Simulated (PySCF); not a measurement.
B(I)2(OMe) (CH3BI2O), SMILES COB(I)I.

Coordinates come from a r2SCAN-D4/def2-SVP optimisation. The def2 effective core potentials stand for the cores of I; spin–orbit coupling is left out. One conformer was computed; it need not be the lowest.

These are TDDFT-PBE/def2-SVPD in PySCF values and carry that method's errors.

Vertical excitations. Gas-phase values at a fixed geometry. State labels are in the subgroup Cs.

```
state  symmetry  energy (eV)  λ (nm)      f                          main pairs
-----  --------  -----------  ------  -----  ----------------------------------
S1           A"         4.27     290  0.000                     HOMO→LUMO 100 %
S2           A'         4.88     254  0.021  HOMO−1→LUMO 59 %, HOMO→LUMO+1 38 %
S3           A"         4.97     250  0.000                   HOMO−2→LUMO 100 %
S4           A'         5.14     241  0.150  HOMO→LUMO+1 60 %, HOMO−1→LUMO 35 %
S5           A"         5.30     234  0.000                  HOMO−1→LUMO+1 99 %
S6           A'         5.58     222  0.040                    HOMO−3→LUMO 90 %
S7           A'         5.69     218  0.007                  HOMO−2→LUMO+1 91 %
S8           A"         5.78     214  0.006                  HOMO−3→LUMO+1 98 %
S9           A'         5.86     211  0.016                    HOMO→LUMO+2 95 %
S10          A"         5.95     208  0.000                    HOMO−4→LUMO 98 %
T1           A"         4.16     298      0                     HOMO→LUMO 100 %
T2           A'         4.38     283      0                    HOMO−1→LUMO 99 %
T3           A'         4.64     267      0                    HOMO→LUMO+1 99 %
T4           A'         4.77     260      0                    HOMO−3→LUMO 99 %
```
Triplets are in the Tamm–Dancoff approximation, which puts them higher than full response would, so one can lie above its singlet here.
